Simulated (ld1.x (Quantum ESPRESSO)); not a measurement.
promethium: TM pseudisation with PBE, fully relativistic reference atom.

promethium (Pm), norm-conserving Troullier–Martins (Kleinman–Bylander form), made with ld1.x (Quantum ESPRESSO) 7.5 (PBE, fully relativistic). Core [Kr] 4d10, reference 4f5 5s2 5p6 5d0 6s1.5 6p0 (charge +0.5). Waves: 5p (bound): rc 2.40 bohr; 5d (bound, empty): rc 0.70 bohr; 4f (bound): rc 1.45 bohr; 5s (bound): rc 2.00 bohr. Local part: the s channel. Core correction: none.

Open shells are filled in proportion to 2j + 1 (rel_dist='average').

Occupied shells without a wave of their own: 6s. They enter only through the test configuration that unscreens the potential.

All-electron outer shells of the reference configuration (PBE, scalar-relativistic, ld1.x):

| shell | level (eV) | outermost node (bohr) | outermost maximum (bohr) |
| --- | --- | --- | --- |
| 4p | -239.54 | 0.31 | 0.58 |
| 4d | -125.61 | 0.29 | 0.60 |
| 5s | -44.76 | 0.70 | 1.29 |
| 5p | -25.56 | 0.75 | 1.46 |
| 6s | -5.85 | 1.73 | 3.63 |
| 4f | -5.01 | – | 0.64 |
| 5d | -4.41 | 0.86 | 2.17 |
| 6p | -3.17 | 2.08 | 4.66 |

Calculated quality:

| Property | Result |
| --- | --- |
| Configuration tests | 3 of 7 tests not solved or not reliable; not counted: 4f5 5s2 5p6 5d1 6s0 6p0 (solver errors, printed error -4.5 eV); 4f4 5s2 5p6 5d1 6s1 6p0 (solver errors, printed error -17.5 eV); 4f5 5s2 5p6 5d0 6s0 6p1 (solver errors, printed error -936 meV) |

A Bessel basis up to 400 Ry misses an occupied level by 0.32 Ry, so cutoffs and ghosts were not judged. The potential misses its own reference levels by up to 0.4 eV. The 5d radius (0.70 bohr) lies inside the outermost node of the all-electron wave (0.86 bohr), which a nodeless pseudo-wave cannot match soundly.

Generation and tests took about 3.2 s on one core of a shared server CPU.
